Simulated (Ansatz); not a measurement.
Molecule: C₃H₆S, charge 0, multiplicity 1. 
Geometry from a B3LYP-D3(BJ)/def2-TZVP (Ansatz, an electronic-structure program) optimisation:
```
C
H 1 1.0897
H 1 1.0913 2 108.40
C 1 1.5398 2 110.51 3 127.23
H 4 1.0876 1 116.43 2 -20.36
H 4 1.0895 5 109.53 1 130.61
C 1 1.5398 2 110.51 3 -127.23
H 7 1.0876 1 116.43 2 20.36
H 7 1.0895 8 109.53 1 -130.61
S 4 1.8489 5 114.13 6 125.09
```

Property: atomisation energy (electronic, to ground-state atoms), in eV. Correlated levels leave the core frozen unless marked. Open shells are spin-unrestricted. Spin-orbit coupling is left out. Non-relativistic. The coupled-cluster limit lacks core correlation, which all-electron functionals hold. CBS(X,Y): correlation extrapolated as X^-3; Hartree-Fock from the larger set. The bracket is a focal-point correction in the basis named.

```csv
level,program,atomisation energy (eV),minus last row
HF/aug-cc-pV(T+d)Z,Ansatz,29.28,-10.56
r2SCAN-D4/def2-TZVPD,Ansatz + dftd4,39.91,0.07
PBE0/def2-QZVPP,Ansatz,40.10,0.26
MP2/STO-3G,Ansatz,41.02,1.18
RI-MP2/aug-cc-pV(Q+d)Z,Ansatz,40.05,0.21
RI-MP2/cc-pV(Q+d)Z,Ansatz,39.95,0.11
"RI-MP2/CBS(aug-cc-pV(T+d)Z,aug-cc-pV(Q+d)Z)+[CCSD(T)-MP2]/aug-cc-pV(T+d)Z",Ansatz,39.84,0.00
```
